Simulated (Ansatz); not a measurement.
C3H9BSi can be A, `C=CBC[SiH3]`, or B, `C[SiH]1BCC1`.

Program: Ansatz. Geometries: PBE0-D4/def2-TZVP. ΔE: electronic, gas phase. CBS: MP2 limit from def2 TZ/QZ plus the TZ coupled-cluster correction, frozen cores. DFT in def2-TZVPP. B3LYP here is the variant with VWN-RPA as its local correlation; programs differ in this. Each species was taken in one conformer, which may not be the lowest.

Task: Which is lower in electronic energy at CCSD(T)/CBS, and by how much? (An estimate is asked.)

Result: Computed: A, by 9.3 kcal/mol.

Task: Give E(B) − E(A) in kcal/mol with r2SCAN-D4, CCSD(T)/def2-TZVPP, PBE-D4, B3LYP, ωB97M-V, CCSD/def2-TZVPP, B2PLYP. (Estimate.)

Result: The calculation gave: r2SCAN-D4 7.7, CCSD(T)/def2-TZVPP 10.0, PBE-D4 5.7, B3LYP 12.2, ωB97M-V 8.2, CCSD/def2-TZVPP 10.0, B2PLYP 11.3. None reverses the order clearly.

Largest T1 diagnostic: 0.012.

From PBE to PBE0 (25 % exact exchange), in def2-TZVPP and without D4, E(B) − E(A) moves by −1.1 kcal/mol. In def2-TZVPP, CCSD(T) changes the Hartree–Fock value by −6.2 kcal/mol (the triples alone add +0.0 kcal/mol) and MP2 by −7.5 kcal/mol.
